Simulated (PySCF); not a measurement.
Start geometry of `C#CCN1C=C(F)C=C1F` from GFN2-xTB (Å):
```
atom  x, y, z in Å
C1     0.4671    3.0235   -0.7015
C2     0.9190    1.9474   -0.4407
C3     1.4147    0.6205   -0.1115
N4     0.3254   -0.3143    0.0637
C5    -0.4063   -0.8852   -0.9411
C6    -1.3795   -1.6442   -0.3543
F7    -2.2961   -2.3749   -1.0039
C8    -1.2678   -1.5478    1.0474
C9    -0.2079   -0.7094    1.2432
F10    0.3396   -0.2838    2.3861
H11    0.0918    3.9759   -0.9301
H12    1.9866    0.6690    0.8212
H13    2.0687    0.2631   -0.9151
H14   -0.1848   -0.7097   -1.9733
H15   -1.8749   -2.0221    1.7881
```

Q: What comes out of this run: PBE0-D3(BJ)/def2-SVP geometry optimisation, gas phase (PySCF)?

A: 
```
atom  x, y, z in Å
C1     0.3418    3.1155   -0.7685
C2     0.7852    2.0327   -0.4631
C3     1.3275    0.7247   -0.0980
N4     0.3224   -0.2999    0.0715
C5    -0.3348   -0.9719   -0.9458
C6    -1.2582   -1.7855   -0.3399
F7    -2.0864   -2.6075   -0.9669
C8    -1.1922   -1.6290    1.0714
C9    -0.2053   -0.6944    1.2591
F10    0.2718   -0.1762    2.3740
H11   -0.0583    4.0761   -1.0376
H12    1.8893    0.8050    0.8448
H13    2.0426    0.3896   -0.8667
H14   -0.0996   -0.8063   -1.9926
H15   -1.7781   -2.1357    1.8323
```

The energy falls by 0.076 eV over 6 energy and gradient evaluations, the largest force component goes from 0.0197 to 3.5e-04 Eh/bohr, and the atoms move by 0.063 Å rms after alignment. The bond that changes most is C1–H11 (terminal alkyne carbon to alkyne hydrogen), which lengthens by 0.026 Å. Bonds longer at the end by more than 0.005 Å: 11 of 15; shorter: 2. Among the angles that change most is C2–C3–N4, from 111.1° to 113.9°. Rotational constants go from 2120, 955.1, 734.5 to 2168, 925.9, 719.4 MHz. The orientation of the end geometry is arbitrary; only internal coordinates are fixed.

The run used 165 basis functions and 46 SCF cycles in all.

No frequency check. One conformer, not necessarily the lowest.
